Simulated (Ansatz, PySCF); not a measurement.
H2Sb, SMILES [SbH2], multiplicity 2. Atoms are numbered in the order given.

```xyz
3

Sb     0.0000     0.0000    -0.0260
H      0.0000    -1.2181     1.1850
H      0.0000     1.2181     1.1850
```
Charge 0, spin multiplicity 2.

Coordinates come from a B3LYP-D3(BJ)/def2-TZVPD optimisation. The isomer is the one that the SMILES or the coordinates give; other isomers of the formula were not compared. The def2 effective core potentials stand for the cores of Sb; spin–orbit coupling is left out.

Two levels are set side by side: PBE-D3(BJ)/def2-TZVPD (Ansatz, an electronic-structure program) and B3LYP-D3(BJ)/def2-TZVPD (Ansatz). Each level has its own optimised geometry; the coordinates shown are those of the second. Frequencies come from the Hessian of PySCF at each geometry. Differences are taken from unrounded values.

```tsv
quantity	B3LYP-D3(BJ)	PBE-D3(BJ)	PBE-D3(BJ) minus B3LYP-D3(BJ)
mean bond length (Å)	1.718	1.728	0.011
bond Sb1–H2 (Å)	1.718	1.728	0.011
bond Sb1–H3 (Å)	1.718	1.728	0.011
highest harmonic wavenumber (cm⁻¹)	1926	1880	-45
mean harmonic wavenumber (cm⁻¹)	1563	1520	-43
zero-point energy (kcal/mol)	6.70	6.52	-0.18
```

GGA bonds tend to be longer and softer than those of functionals with exact exchange. Differences between two approximate levels are no errors against the true value.
